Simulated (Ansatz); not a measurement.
Input file for Ansatz (an electronic-structure program): R-CCSD(T)/cc-pV(T+d)Z on BCl2HO (SMILES OB(Cl)Cl), a point of a torsion scan. Files ending in .json are basis or fitting sets from the Basis Set Exchange.

Ansatz 0.2 input:
```yaml
crystal:
  periodic: [false, false, false]
  atoms:
    - {symbol: O, position_ang: [-0.87423661, -0.52917229, 0.31161081]}
    - {symbol: B, position_ang: [0.30820909, 0.05628408, 0.16088503]}
    - {symbol: Cl, position_ang: [0.61186933, 1.20799254, -1.12098863]}
    - {symbol: Cl, position_ang: [1.56163902, -0.34481893, 1.26979123]}
    - {symbol: H, position_ang: [-1.59087676, -0.32398941, -0.29230803]}
basis:
  gaussian:
    orbitals: cc-pV_T+d_Z.json
magnetization: {spin_polarized: false}
correlation: {method: ccsd_t, electrons: outside_noble_gas}
scf: {lower_state_search: off}
```

Problem. Predict the final total energy.

Solution. -1020.1308 hartree (reference determinant -1019.3551, T1 diagnostic 0.011).

Problem. How many basis functions does it have, and what does it roughly cost on one machine?

Solution. 152 functions; around 30 core-seconds (rough).
